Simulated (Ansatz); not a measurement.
`O/C(F)=N/[SiH3]`. Total charge 0; spin multiplicity 1. Geometry: relaxed with PBE0-D4/def2-TZVP. It is one conformer, not always the lowest.

```xyz
9

O     0.307   -2.108    1.230
C     0.453   -0.930    0.639
F     1.714   -0.550    0.818
N    -0.421   -0.295    0.031
Si   -0.352    1.233   -0.772
H    -0.611   -2.371    1.092
H    -1.350    2.126   -0.133
H    -0.729    1.018   -2.190
H     0.988    1.877   -0.714
```

(1) What is the dipole moment at B3LYP/def2-TZVPP? (An estimate is asked.)

(2) And with PBE, r2SCAN, ωB97M-V? (An estimate is asked.)

(3) Give the Mulliken charges with B3LYP, ωB97M-V, r2SCAN in def2-TZVPP. (Estimate.)

Results:

(1) Computed: 1.29 D, with components (-0.99, -0.81, 0.14) D in this frame, pointing from negative to positive charge.

(2) Ansatz gave: PBE 1.31 D, r2SCAN 1.35 D, ωB97M-V 1.28 D.

(3) Ansatz gave: 
```json
{"atom": "O1", "B3LYP": "-0.24", "ωB97M-V": "-0.23", "r2SCAN": "-0.26"}
{"atom": "C2", "B3LYP": "0.36", "ωB97M-V": "0.38", "r2SCAN": "0.42"}
{"atom": "F3", "B3LYP": "-0.18", "ωB97M-V": "-0.17", "r2SCAN": "-0.17"}
{"atom": "N4", "B3LYP": "-0.36", "ωB97M-V": "-0.39", "r2SCAN": "-0.42"}
{"atom": "Si5", "B3LYP": "0.39", "ωB97M-V": "0.28", "r2SCAN": "0.42"}
{"atom": "H6", "B3LYP": "0.23", "ωB97M-V": "0.22", "r2SCAN": "0.24"}
{"atom": "H7", "B3LYP": "-0.07", "ωB97M-V": "-0.03", "r2SCAN": "-0.08"}
{"atom": "H8", "B3LYP": "-0.07", "ωB97M-V": "-0.03", "r2SCAN": "-0.08"}
{"atom": "H9", "B3LYP": "-0.07", "ωB97M-V": "-0.03", "r2SCAN": "-0.07"}
```

B3LYP here is the variant with VWN-RPA as its local correlation; programs differ in this.
